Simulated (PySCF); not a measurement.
PySCF input for CH8BNO2Si, SMILES C[SiH2]NB(O)O, PBE/pcSseg-1. The structure is a stationary point at r2SCAN-D4/def2-SVP. This is a generated structure with no PubChem entry under its InChIKey; it may be hypothetical. The values are those of a single conformer.

```python
import numpy as np
from pyscf import gto, scf, dft
from pyscf.prop.nmr import rks as nmr

mol = gto.M(
    atom='''
    Si   -1.17404949    0.90310116    0.22942678
    C    -2.47900854   -0.43890958    0.17617702
    N     0.40548829    0.31581540    0.69335100
    B     1.34510074   -0.35784716   -0.17278450
    O     2.45733605   -1.00756573    0.29550062
    O     1.16690040   -0.40076711   -1.53052620
    H    -1.57085056    1.98119585    1.18436300
    H    -1.04415915    1.49170871   -1.14466280
    H    -2.61963165   -0.89884205    1.16757972
    H    -2.18052797   -1.23519280   -0.52501126
    H    -3.45155665   -0.03958017   -0.15529212
    H     0.63513283    0.36928755    1.68213550
    H     2.51256479   -1.02353609    1.25563503
    H     0.47195889    0.19019071   -1.84311412
    ''',
    basis='pcSseg-1',
    charge=0,
    spin=0,
    max_memory=1600,
    verbose=3,
)
mf = dft.RKS(mol, xc='pbe')
mf.grids.level = 3
mf.conv_tol = 1e-10
mf.max_cycle = 100
mf.kernel()
n = nmr.NMR(mf)
n.verbose = 2
n.max_cycle_cphf = 60
sigma = n.kernel()
print('atom   isotropic/ppm   span/ppm')
for i, s in enumerate(sigma):
    w = np.linalg.eigvalsh((s + s.T) / 2)
    print(f'{mol.atom_symbol(i):2s}{i + 1:3d} {w.mean():14.3f} {w[2] - w[0]:11.3f}')
```

It prints:

```
converged SCF energy = -562.130826896426
atom   isotropic/ppm   span/ppm
Si  1        368.298      99.846
C   2        179.515      23.336
N   3        208.247      67.940
B   4         74.657      20.639
O   5        230.272     123.888
O   6        239.536     138.896
H   7         26.455       9.052
H   8         26.356       7.709
H   9         30.940       9.701
H  10         30.740       9.251
H  11         31.268      11.285
H  12         30.228      15.120
H  13         28.993      14.802
H  14         28.080      15.198
```

The run converged.

Cost: about 30 core-seconds (a rough figure).
